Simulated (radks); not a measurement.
Values are calculated unless marked as measured or tabulated.
The lutetium ion Lu27+, 44 electrons, occupied as [Kr] 4d8. Level of theory: non-relativistic Kohn-Sham, LB94 model potential, spin-polarised, spherical densities, point nucleus; open shells are filled with parallel spins first (spin-orbit coupling, left out, can overturn this in heavy ions); relativity is left out, which matters for an element this heavy (a radial shooting solver on a logarithmic mesh with Libxc functionals).

Normalised radial functions P(r) = r R(r), r in bohr:

r	4s down	4p down	4d up
0.001151	0.1037	0.0026	0.0000
0.001475	0.1297	0.0042	0.0000
0.001875	0.1602	0.0067	0.0001
0.002403	0.1973	0.0109	0.0001
0.003055	0.2389	0.0171	0.0002
0.003914	0.2866	0.0273	0.0005
0.004976	0.3352	0.0425	0.0010
0.006377	0.3835	0.0663	0.0021
0.008106	0.4210	0.1006	0.0041
0.01039	0.4387	0.1521	0.0081
0.01321	0.4206	0.2216	0.0156
0.01692	0.3472	0.3168	0.0302
0.02151	0.2074	0.4301	0.0558
0.02757	-0.0135	0.5577	0.1022
0.03505	-0.2821	0.6648	0.1769
0.04491	-0.5550	0.7097	0.2977
0.05709	-0.7113	0.6260	0.4646
0.07316	-0.6317	0.3483	0.6799
0.093	-0.2463	-0.1078	0.8876
0.1192	0.3874	-0.6535	1.0074
0.1515	0.9316	-1.0043	0.9054
0.1942	0.9926	-0.8798	0.4661
0.2468	0.3420	-0.1767	-0.2610
0.3163	-0.7768	0.8622	-1.0845
0.4021	-1.6043	1.5940	-1.5902
0.5152	-1.6676	1.6379	-1.5621
0.655	-1.1017	1.1079	-1.0899
0.8394	-0.4504	0.4762	-0.5102
1.067	-0.1126	0.1278	-0.1558
1.367	-0.0139	0.0174	-0.0255

4s down: eigenvalue -1260.6 eV, 3 radial nodes at r = 0.0272, 0.103, 0.267 bohr, <r> = 0.479 bohr, 90 % of the charge inside 0.679 bohr. 4p down: eigenvalue -1181.0 eV, 2 radial nodes at r = 0.0884, 0.258 bohr, <r> = 0.480 bohr, 90 % of the charge inside 0.686 bohr. 4d up: eigenvalue -1040.6 eV, 1 radial node at r = 0.228 bohr, <r> = 0.476 bohr, 90 % of the charge inside 0.696 bohr.
